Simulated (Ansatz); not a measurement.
A made-up structure of BH$_{2}$Se, doublet:

```
4
angstrom
B -0.0859 -0.7750 0.2786
Se 0.3384 0.9902 -0.2027
H 1.7324 1.5588 -0.0859
H -0.8168 1.2381 -1.0847
```

It is relaxed with PBE-D4/def2-SVP and then PBE0-D4/def2-TZVP (Ansatz 0.2.0). Atoms count as bonded within 1.22 times the sum of their covalent radii (H–H: 0.88 Å). The end point is not checked to be a true minimum.

Q: Does its bonding change? (A judgement: the text doesn't fix the answer.)

A: Computed: No: no bond forms or breaks.

Where it ends: The first stage lowers the energy by 1.14 eV in 8 steps. It ends as BH₂Se ([B][SeH2]):
```tsv
atom	x (Å)	y (Å)	z (Å)
B1	-0.0485	-1.0859	0.3398
Se2	0.1541	1.0420	0.0870
H3	1.5075	1.4906	-0.3485
H4	-0.4450	1.5654	-1.1729
```

Labels in which every atom is bracketed show which atoms are joined, not bond orders.

For scale, one of the runs: PBE0-D4/def2-TZVP relaxation, 91 basis functions, launched by `ansatz run in.yaml --threads 2 --pin off --events-out ev --progress --plain --max-ram 4352MiB`. The run took about 33 s on 2 CPU threads of an Arm Neoverse V2 (shared host).
